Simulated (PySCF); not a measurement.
(Cl)2Hf(OSiH2)2O (singlet state).
Bonds: Hf1–Cl2, Hf1–Cl3, Hf1–O4, Hf1–O8, O4–Si5, Si5–O6, O6–Si7, Si7–O8. Hydrogens: H9, H10 on Si5; H11, H12 on Si7.

Theory: PBE0-D3(BJ)/def2-SVP geometry optimisation, gas phase, def2 core potentials past Kr in PySCF 2.14.0.

(1) What internal coordinates does the optimisation give?

## Answers

(1) 
```json
{"bond": "Hf1–Cl2, Hf1–Cl3", "length (Å)": "2.361"}
{"bond": "Hf1–O4, Hf1–O8", "length (Å)": "1.929"}
{"bond": "O4–Si5, Si7–O8", "length (Å)": "1.675"}
{"bond": "Si5–O6, O6–Si7", "length (Å)": "1.660"}
{"bond": "Si5–H9 and 3 like bonds", "length (Å)": "1.484"}
```

Bonds in one row agree within 0.01 Å and their mean is given. A selection of angles:
```json
{"angle": "Cl2–Hf1–Cl3", "degrees": "115.1"}
{"angle": "Cl2–Hf1–O4", "degrees": "111.3"}
{"angle": "Cl3–Hf1–O4", "degrees": "109.3"}
{"angle": "O4–Hf1–O8", "degrees": "96.8"}
{"angle": "Hf1–O4–Si5", "degrees": "135.4"}
{"angle": "O4–Si5–O6", "degrees": "106.8"}
{"angle": "O4–Si5–H9", "degrees": "109.1"}
{"angle": "O6–Si5–H9", "degrees": "109.5"}
{"angle": "H9–Si5–H10", "degrees": "112.5"}
{"angle": "Si5–O6–Si7", "degrees": "138.6"}
{"angle": "H11–Si7–H12", "degrees": "112.4"}
```

Dihedral angles: Cl2–Hf1–O4–Si5 -119° (anticlinal); Cl2–Hf1–O8–Si7 118° (anticlinal); Hf1–O4–Si5–O6 3° (synperiplanar); O4–Si5–O6–Si7 -2° (synperiplanar); Si5–O6–Si7–O8 1° (synperiplanar); O6–Si7–O8–Hf1 -1° (synperiplanar).

Hf1 (hafnium bonded to 2 Cl and 2 O) has angles from 96.8° to 115.1°. Si5 (silicon bonded to 2 O and 2 H) is tetrahedral (angles from 106.8° to 112.5°).

Point group: near C2v, missed by 0.14 Å at most; the miss may be what the optimiser left on a soft mode. No PBE0-D3(BJ)/def2-SVP frequencies stand behind this structure, so it isn't proved a minimum. Torsions: Cl2–Hf1–O4–Si5 -119°, Cl2–Hf1–O8–Si7 118°, Hf1–O4–Si5–O6 3°, O4–Si5–O6–Si7 -2°, Si5–O6–Si7–O8 1°.
